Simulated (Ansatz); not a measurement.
# H4O4Sn: where a starting geometry ends

The starting geometry of this gas-phase triplet was optimised with GFN2-xTB as a singlet.

```xyz
9

O    -0.9125    2.3590    0.0511
O     1.9785    1.9104   -1.1728
O    -0.3238    0.0363   -1.8139
O     0.9316    0.1836    1.0952
Sn    0.4182    1.1218   -0.4597
H    -0.8095    2.7169    0.9342
H     1.9460    2.0798   -2.1151
H    -1.2702   -0.0993   -1.7453
H     1.8093   -0.1986    1.0622
```

Problem. Predict what it relaxes into with PBE0-D4/def2-SVP.

Solution. It loosens into H3O3Sn + HO, which stay close as a complex. Contacts that open: O2–Sn5 (1.89 → 2.74 Å).

The energy falls by 3.39 eV over 38 steps:

```csv
step,E − E(last) (eV)
1,3.391
5,1.243
9,0.539
13,0.474
17,0.305
22,0.063
26,0.017
30,0.001
34,0.000
38,0.000
```

Final geometry (Å):

```yaml
atoms:
  - { symbol: O, position_ang: [-1.5439, 1.9384, 0.4342] }
  - { symbol: O, position_ang: [2.5508, 1.0065, -1.5606] }
  - { symbol: O, position_ang: [0.0726, 1.1123, -1.9737] }
  - { symbol: O, position_ang: [1.0688, 0.3482, 1.0606] }
  - { symbol: Sn, position_ang: [0.3798, 1.8220, -0.1012] }
  - { symbol: H, position_ang: [-1.6549, 1.8699, 1.3913] }
  - { symbol: H, position_ang: [1.7401, 0.8634, -2.1289] }
  - { symbol: H, position_ang: [-0.8556, 0.9456, -2.1797] }
  - { symbol: H, position_ang: [2.0099, 0.2037, 0.8937] }
```

No frequencies were run, so the end isn't proven a minimum. Open shells are spin-unrestricted. The triplet needn't be the ground state. Atoms past krypton carry core potentials, without spin–orbit terms. Run with Ansatz 0.2.0, 3.9 min on 2 threads of Arm Neoverse V2, on a shared host.
